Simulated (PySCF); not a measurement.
Sn(H)3(Me), SMILES [CH3][SnH3] (B3LYP/def2-SVP optimised geometry):

```
8

Sn    -0.584    -0.815     0.000
C     -1.331    -1.860     1.751
H      1.139    -0.815     0.000
H     -1.139     0.815     0.000
H     -1.139    -1.591    -1.435
H     -0.987    -2.904     1.740
H     -2.431    -1.844     1.755
H     -0.962    -1.370     2.664
```

Computed with B3LYP/def2-TZVP, def2 effective core potentials past Kr (PySCF).

Task: What are the frontier orbital energies and the dipole moment?

Result: HOMO-2 -8.65 eV, HOMO-1 -8.65 eV, HOMO -8.14 eV, LUMO -0.06 eV, LUMO+1 0.51 eV; dipole moment 0.76 D.

On the same geometry PBE/def2-TZVP, def2 effective core potentials past Kr (PySCF 2.14.0) gives HOMO-2 -7.60 eV, HOMO-1 -7.60 eV, HOMO -7.19 eV, LUMO -0.52 eV, LUMO+1 -0.07 eV; dipole moment 0.78 D.
